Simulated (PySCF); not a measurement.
C₃H₇FOSi, SMILES C/C(=C\F)[SiH2]O. Geometry: PBE-D3(BJ)/def2-SVP. The structure was generated by enumeration; whether it is a known compound was not checked. The values are those of a single conformer.

### Question
Give the equilibrium geometry at PBE-D3(BJ)/def2-SVP (PySCF confirms it by a frequency run) as Cartesian coordinates in Å. (The exact figures need the calculation; the answer reports its results.)

### Answer
This is not unique; one that fits is 
```xyz
13

C     -2.0465    -0.3389    -0.0824
C     -0.5823     0.0210    -0.0909
C     -0.1374     1.2431    -0.4418
F     -0.9561     2.2513    -0.8059
Si     0.7184    -1.2470     0.3866
O      2.2505    -0.5459     0.4904
H     -2.6805     0.5239    -0.3639
H     -2.3678    -0.6937     0.9202
H     -2.2611    -1.1672    -0.7915
H      0.9247     1.5407    -0.4701
H      0.3006    -1.8826     1.6925
H      0.8390    -2.3191    -0.6566
H      2.3852     0.0109     1.2767
```
